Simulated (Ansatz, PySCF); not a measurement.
Gas-phase reaction in SMILES: [Br][GeH2][Br] + 2 [H][H] (H2) -> 2 Br (HBr) + [GeH4] (GeH4)
Structures are relaxed separately at B3LYP-D3(BJ)/def2-TZVP in Ansatz (a program for electronic structure).
Geometry of the first species:
SMILES: [Br][GeH2][Br]
```xyz
5

Br    -1.8636     0.5473    -0.0220
Ge    -0.0442    -0.8853     0.0318
Br     1.9089     0.3594    -0.0106
H     -0.0867    -1.6577     1.3521
H     -0.0835    -1.7507    -1.2296
```

Property: energy of full hydrogenation (enthalpy at 298 K, with B3LYP-D3(BJ) rigid-rotor harmonic-oscillator terms from PySCF), in kcal/mol. Correlated levels leave the core frozen unless marked. Spin-orbit coupling is left out. The frozen core is the preceding noble-gas configuration, with the filled d and f shells of earlier blocks. No relativistic terms. CBS(X,Y): correlation extrapolated as X^-3; Hartree-Fock from the larger set.

| level | program | energy of full hydrogenation (kcal/mol) |
|---|---|---|
| HF/cc-pVDZ | Ansatz | 20.6 |
| B2GP-PLYP/def2-TZVPD | Ansatz | 31.1 |

### Question
Estimate the value at CCSD(T)/CBS(cc-pVTZ,cc-pVQZ) as computed with Ansatz.

### Answer
32.4 kcal/mol
